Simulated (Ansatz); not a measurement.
System: sum formula H$_{4}$SiNO$_{2}$, charge 0, multiplicity 2. It need not be the lowest isomer of its formula. 
Coordinates optimised at B3LYP-D3(BJ)/def2-TZVP (Ansatz, a first-principles code):
SMILES: N[Si](O)O
```xyz
8

Si     0.2512     0.0208    -0.2697
O      1.0758     0.0995     1.1666
O     -0.8507     1.2298    -0.5406
N     -0.7000    -1.3882    -0.1291
H      1.9100     0.5760     1.1557
H     -0.5284     2.0066    -1.0050
H     -0.3248    -2.2329     0.2704
H     -1.4751    -1.5580    -0.7490
```
Charge 0, spin multiplicity 2.

Dipole moments at this geometry, in debye (magnitudes).

```tsv
level	program	dipole (D)
SVWN5/def2-TZVPD	Ansatz	1.44
r2SCAN/def2-TZVPD	Ansatz	1.52
B97M-V/def2-TZVPD	Ansatz	1.52
BHLYP/def2-TZVPD	Ansatz	1.89
r2SCANh/def2-TZVPD	Ansatz	1.59
LC-wPBE/def2-TZVPD	Ansatz	1.79
wB97M-V/def2-TZVPD	Ansatz	1.70
wB97X-V/def2-TZVPD	Ansatz	1.67
CCSD(T)/aug-cc-pV(D+d)Z	Ansatz	1.68
```
